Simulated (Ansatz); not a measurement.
`[F][GaH][SH]` + H–F → `[F][GaH][F]` + H₂S at 298.15 K and 1 bar (ligand exchange at a Ga–S bond).

Calculated with Ansatz (gas phase, PBE0-D4/def2-TZVP geometries, no zero-point term in ΔE). CCSD(T)/CBS is the MP2 limit (def2-TZVPP, def2-QZVPP) plus CCSD(T) − MP2 in def2-TZVPP, frozen cores. This one scheme is used for every species. For Ga outer-core shells are correlated without core-valence functions, which leaves a few kJ/mol of doubt a bond. Scalar relativity is left out up to krypton. One conformer a species, not always the lowest.

```
       species  CCSD(T)/CBS energy (Eh)  H − E (kJ/mol)  S (J/(mol·K))
`[F][GaH][SH]`              -2422.78377            63.4          303.4
           H–F               -100.39570            33.5          173.6
 `[F][GaH][F]`              -2124.20216            41.5          277.7
           H₂S               -398.97279            49.9          205.7
```

H − E and S are ideal-gas, rigid-rotor, harmonic terms from PBE0-D4/def2-TZVP, for one conformer and one mirror image of each species. 1 Eh = 2625.50 kJ/mol, R = 8.31446 J/(mol·K).

By hand: ΔE, ΔH, ΔS and ΔG.

ΔE = (-2124.20216) + (-398.97279) − (-2422.78377) − (-100.39570) = 0.00452 Eh = 11.9 kJ/mol. Δ(H − E) = 41.5 + 49.9 − 63.4 − 33.5 = -5.5, so ΔH = 6.4 kJ/mol. ΔS = 277.7 + 205.7 − 303.4 − 173.6 = 6.4 J/(mol·K). ΔG = 6.4 − 298.15 × (6.4)/1000 = 4.5 kJ/mol.

By hand: the equilibrium constant, and the temperature at which ΔG would vanish if ΔH and ΔS stayed fixed.

log₁₀ K = −ΔG/(RT ln 10) = -0.8. ΔG = 0 at ΔH/ΔS = 1000 K, though so small a ΔH makes that figure unsure.

The number of gas molecules stays the same, so ΔS is small and ΔH decides. The sign of ΔG lies within the doubt. A doubt of 5 kJ/mol in ΔE shifts log₁₀ K by 0.9 here. Other conformers and mirror images would add mixing entropy, several J/(mol·K) or more a flexible species. These are equilibria of isolated gas molecules and say nothing of rates. Largest T1 diagnostic: 0.015 (customary marks: 0.02 for closed shells, 0.045 for open ones).
